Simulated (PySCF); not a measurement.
PySCF job for In(I)3 cation (I3In), SMILES [I][In]([I])[I] (connectivity only; charge and spin as stated), charge +1, multiplicity 2, B3LYP-D3(BJ)/def2-SVP. Geometry optimised at B3LYP-D3(BJ)/def2-SVP. The spin state was assumed, not searched. The isomer is the one that the SMILES or the coordinates give; other isomers of the formula were not compared. The def2 effective core potentials stand for the cores of I, In; spin–orbit coupling is left out.

```python
import numpy as np
from pyscf import gto, scf, dft, df
from pyscf.hessian import thermo

mol = gto.M(
    atom='''
    In   -0.00000000    0.00000000    0.40646264
    I     0.00000000    1.77853877   -1.69602611
    I     0.00000000   -0.00000000    3.01626600
    I     0.00000000   -1.77853877   -1.69602611
    ''',
    basis='def2-SVP',
    ecp={'I': 'def2-svp', 'In': 'def2-svp'},
    charge=1,
    spin=1,
    max_memory=1600,
    verbose=3,
)
mf = dft.UKS(mol, xc='b3lyp').density_fit(auxbasis='def2-universal-jkfit')
mf.disp = 'd3bj'
mf.grids.level = 3
mf.conv_tol = 1e-11
mf.max_cycle = 100
mf.kernel()
fine, coarse = mf.grids, dft.Grids(mol).set(level=1).build(with_non0tab=True)
for _ in range(3):  # follow internal instabilities
    mf.grids = coarse
    mo, _, stable, _ = mf.stability(return_status=True, nroots=4)
    mf.grids = fine
    if stable:
        break
    mf.kernel(mf.make_rdm1(mo, mf.mo_occ))

# [left out here: the lines that compute and print the analytic Hessian (its translational invariance restored by hand, since the grid's response is missing), thermochemistry and intensities]
```

Program output:

```

WARN: HOMO -1.84101543452662 >= LUMO -1.84101543452662


WARN: HOMO -0.0571828373301441 >= LUMO -0.0571649165845526

converged SCF energy = -1083.42391992658  <S^2> = 0.75326636  2S+1 = 2.0032637
<class 'pyscf.df.df_jk.DFUKS'> wavefunction is stable in the internal stability analysis

WARN: DFTD3 does not support analytical Hessian, using finite difference


WARN: Mole.unit (angstrom) is changed to Bohr

Mode                                 0                   1                   2
Irrep
Freq [cm^-1]                       34.5746             48.4370             60.4551
Reduced mass [au]                 122.6563            117.5242            125.8680
Force const [Dyne/A]                0.0864              0.1625              0.2710
Char temp [K]                      49.7451             69.6900             86.9814
Normal mode                   x     y     z       x     y     z       x     y     z
       0  In                -0.00 -0.05  0.00   -0.08  0.00  0.00    0.00  0.00  0.03
       1   I                 0.00 -0.00  0.04    0.02 -0.00 -0.00   -0.00 -0.05 -0.03
       2   I                 0.00  0.05  0.00    0.03 -0.00  0.00   -0.00 -0.00  0.03
       3   I                 0.00 -0.00 -0.04    0.02  0.00  0.00   -0.00  0.05 -0.03
Mode                                 3                   4                   5
Irrep
Freq [cm^-1]                      140.7911            141.3721            260.5024
Reduced mass [au]                 126.8028            121.3821            118.3988
Force const [Dyne/A]                1.4809              1.4293              4.7339
Char temp [K]                     202.5670            203.4029            374.8049
Normal mode                   x     y     z       x     y     z       x     y     z
       0  In                 0.00 -0.00 -0.01   -0.00  0.06 -0.00    0.00 -0.00 -0.08
       1   I                -0.00 -0.04  0.03    0.00 -0.03  0.04   -0.00 -0.01  0.01
       2   I                -0.00 -0.00 -0.06    0.00  0.00 -0.00   -0.00 -0.00  0.04
       3   I                -0.00  0.04  0.03    0.00 -0.03 -0.04   -0.00  0.01  0.01
temperature 298.1500 [K]
pressure 101325.00 [Pa]
Rotational constants [GHz] 0.62948 0.26548 0.18673
Symmetry number 2
Zero-point energy (ZPE) 0.00156 [Eh]   4103.982 [J/mol]
                           tot       elec      trans        rot        vib
Entropy [J/mol/K]       419.213      5.763    186.141    134.813     92.496
Cv [J/mol/K]             73.073      0.000     12.472     12.472     48.130
Cp [J/mol/K]             81.388      0.000     20.786     12.472     48.130
Internal energy [J/mol]                      3718.434   3718.434  15416.531
Internal energy [Eh]   -1083.41522  -1083.42392
Enthalpy [J/mol]                             6197.391   3718.434  15416.531
Enthalpy [Eh]          -1083.41427
Gibbs free energy [J/mol]                  -49300.407 -36475.985 -12161.250
Gibbs free energy [Eh] -1083.46188
mode   freq/cm-1   IR/(km/mol)
   1       34.57         0.758
   2       48.44         1.621
   3       60.46         1.360
   4      140.79         0.243
   5      141.37         0.366
   6      260.50        34.006
max |gradient| / (hartree/bohr): 0.00016629718006761255
APT charges: [ 1.053   0.0322 -0.1175  0.0322]
```

The calculation finished and met its thresholds.

Cost: around 6 core-minutes (rough).
